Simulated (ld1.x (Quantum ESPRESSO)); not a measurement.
Pseudopotential generation for oxygen (O): ultrasoft, LDA (PZ), non-relativistic.

```json
{
  "Element": "O",
  "Generator": "ld1.x (Quantum ESPRESSO) 7.5",
  "Type": "ultrasoft",
  "Functional": "LDA (PZ)",
  "Relativity": "non-relativistic",
  "Frozen core": "[He]",
  "Valence charge": "6",
  "Reference configuration": "2s2 2p4",
  "Partial waves": "2s (bound): rcut 0.85, rcutus 0.90 bohr; 2s channel at -1.15 Ry: rcut 0.85, rcutus 0.90 bohr; 2p (bound): rcut 1.50, rcutus 1.75 bohr; 2p channel at 3.6 Ry: rcut 1.50, rcutus 1.75 bohr; 3d channel at -0.1 Ry: rcut 1.50, rcutus 1.80 bohr; 3d channel at 1.65 Ry: rcut 1.50, rcutus 1.80 bohr",
  "Local potential": "all-electron potential smoothed inside 0.70 bohr (lloc = -2)",
  "Core correction": "none",
  "Augmentation charge": "PSQ, inside the norm-conserving radii"
}
```

All-electron outer shells of the reference configuration (LDA (PZ), non-relativistic, ld1.x):

```tsv
shell	level (eV)	outermost node (bohr)	outermost maximum (bohr)
2s	-23.71	0.28	0.88
2p	-9.21	–	0.82
```

Problem. Does the generator finish with these settings?

Solution. Yes, a potential is produced and its reference levels are reproduced.

Problem. Estimate the cutoffs (Ry, on a coarse ladder) from which the occupation-weighted sum of valence levels, in a spherical-Bessel basis at the reference potential, stays within 10 and 1 mRy of its value at 400 Ry.

Solution. 25 Ry and 45 Ry.

Problem. What does a ghost test show?

Solution. No extra level below or beside the all-electron valence levels (s, p, d, f tested).

Problem. Is the overlap operator S = 1 + Σ q|β⟩⟨β| positive definite (Bessel basis up to 400 Ry)?

Solution. Yes: its lowest eigenvalue is 0.36 (d channel).

Problem. Tests: 2s2 2p3; 2s2 2p2; 2s2 2p1; 2s1 2p4; 2s2 2p3.5; 2s0 2p6; 2s2 2p4.3. Which has the largest error in its energy relative to the reference configuration, and how large is it?

Solution. 2s2 2p1, with +355 meV (all-electron minus pseudo) on +104.27 eV.
